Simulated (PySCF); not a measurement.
From results back to the method.

Compound: C₄H₅BN₂.
SMILES with atom numbers: `[CH:1]#[C:2][B:3]1[N:4]=[CH:5][CH2:6][NH:7]1` (hydrogens: H8 on C1; H9 on C5; H10, H11 on C6; H12 on N7)

The closed-shell ground state was solved 4 times with PySCF (density fitting, gas phase), always in the pcSseg-1 basis (144 functions), with these functionals: BHandHLYP, KT3, PBE and mPW1PW91. Isolated species at its PBE0-D3(BJ)/def2-SVP geometry, gas phase.

```
row  total energy (Eh)  HOMO (eV)  LUMO (eV)  dipole (D)
  P          -289.3779      -5.80      -2.22        3.71
  Q          -289.5676      -8.72      -0.19        3.64
  R          -294.3884      -6.01      -2.17        3.51
  S          -289.6658      -7.40      -1.31        3.70
```

Problem. Which functional belongs to which row?

Solution. P = PBE, Q = BHandHLYP, R = KT3, S = mPW1PW91. By rising HOMO–LUMO gap: PBE (GGA) 3.58 eV; KT3 (GGA) 3.84 eV; mPW1PW91 (global hybrid, 25 % exact exchange) 6.09 eV; BHandHLYP (global hybrid, 50 % exact exchange) 8.53 eV. Total energies of different functionals aren't bounds to one another; each is stationary for its own functional.
